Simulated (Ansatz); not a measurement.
A search over several starts for the lowest SCF solution of [FeNF4]- (FeNF4⁻) at the given spin, in a small basis.

```yaml
crystal:
  periodic: [false, false, false]
  atoms:
    - {symbol: Fe, position_ang: [0.000138, -0.000256, 0.064304]}
    - {symbol: N, position_ang: [0.003114, -0.006325, 1.530747]}
    - {symbol: F, position_ang: [1.741306, 0.013621, -0.402481]}
    - {symbol: F, position_ang: [-0.012774, 1.743957, -0.391298]}
    - {symbol: F, position_ang: [-1.742914, -0.010355, -0.395503]}
    - {symbol: F, position_ang: [0.011140, -1.740641, -0.405760]}
basis:
  gaussian: {orbitals: def2-SVP}
total_charge: -1
magnetization: {spin_polarized: true, initial_magnetization: 0}
hamiltonian: {xc: pbe0, dispersion: d4}
output: {orbitals: {seedname: orbitals}}
```

```sh
$ ansatz run in.yaml --threads 4 --pin off --events-out ev --progress --plain --max-ram 3916MiB
```

Output, abridged:

```
Functional definition: PBE0
991 factors; integrals over basis functions are off by at most 1.2e-3 eV
mean field evaluation 1: about -46679.8344 eV, gradient 1.0e2 eV
mean field evaluation 2: about -46378.2610 eV, gradient 2.5e2 eV
mean field evaluation 4: about -46708.9389 eV, gradient 3.3e1 eV
mean field evaluation 8: about -46712.5673 eV, gradient 3.9e0 eV
mean field evaluation 16: about -46712.7888 eV, gradient 8.6e-3 eV
mean field evaluation 32: about -46712.7947 eV, gradient 1.8e-3 eV
mean field -46712.79468403 eV, -1716.6635415686 hartree, gradient 1.3e-5 eV, S^2 0.140495; 7 other end points of the search recorded, 0 dependent functions left out
reference -46712.79474329 eV, -1716.6635437463 hartree; 35, 35 occupied and 66, 66 virtual orbitals, 991 factors
Total energy: -46712.91470403 eV, -1716.6679522221 hartree
```

Run time 18 s (4 threads of Intel Xeon on a shared host).

Other converged states that the search met: 0.01 eV higher (⟨S²⟩ = 0.00).

The unrestricted singlet has broken spin symmetry (⟨S²⟩ up to 0.14).
